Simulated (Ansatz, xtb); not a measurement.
## Relative energy of two isomers of CH7Ge2NSi

Structure I: `N#[C][GeH2][SiH2][GeH3]`, a singlet. Structure II: `N#C[SiH2][GeH2][GeH3]`, a singlet. Both are isolated molecules in the gas phase, relaxed with PBE-D3(BJ)/def2-SVP, each in the lowest conformer that the search found.

Quicker runs give these differences E(II) − E(I): GFN2-xTB −0.113 eV; HF/STO-3G −0.156 eV (at GFN2-xTB geometries); r2SCAN-D4/def2-SVP −0.281 eV (at GFN2-xTB geometries).

Task: Estimate E(II) − E(I) at the level CCSD(T)/def2-SVP + ΔMP2/def2-TZVPP.

Result: Calculated at CCSD(T)/def2-SVP + ΔMP2/def2-TZVPP: E(II) − E(I) = −0.258 eV, so structure II lies lower.

Level by level:

```csv
level,geometry,E(II) − E(I) (eV),departure from the last row (eV),"job, with rough time for the two"
GFN2-xTB,GFN2-xTB,−0.113,+0.145,"optimisation, 0.21 s"
HF/STO-3G,GFN2-xTB,−0.156,+0.102,"single point, 0.94 s"
r2SCAN-D4/def2-SVP,GFN2-xTB,−0.281,−0.023,"single point, 7.8 s"
PBE-D3(BJ)/def2-SVP,PBE-D3(BJ)/def2-SVP,−0.249,+0.009,"optimisation, 1.7 min"
HF/def2-SVP,PBE-D3(BJ)/def2-SVP,−0.262,−0.004,part of the CCSD(T) run
MP2/def2-SVP,PBE-D3(BJ)/def2-SVP,−0.275,−0.017,part of the CCSD(T) run
CCSD(T)/def2-SVP,PBE-D3(BJ)/def2-SVP,−0.253,+0.004,single point
CCSD(T)/def2-SVP + ΔMP2/def2-TZVPP,PBE-D3(BJ)/def2-SVP,−0.258,,"single point, 2.4 min"
```

As drawn, II has 1 C–Si, 1 Ge–Ge in place of 1 C–Ge, 1 Ge–Si.

The levels shown agree on the order. The largest departure from CCSD(T)/def2-SVP + ΔMP2/def2-TZVPP is that of GFN2-xTB, 0.145 eV. A small imaginary or near-zero mode remains, so no thermal terms are given. The last row adds to CCSD(T) the change of the MP2 difference between the two basis sets, here −0.004 eV.

The correlated steps freeze 25 core orbitals; the filled d shell of Ge is correlated, in a basis made for valence electrons. Programs: Ansatz 0.2.0, xtb 6.7.1; the last row on 2 threads of Arm Neoverse V2 on a shared host.
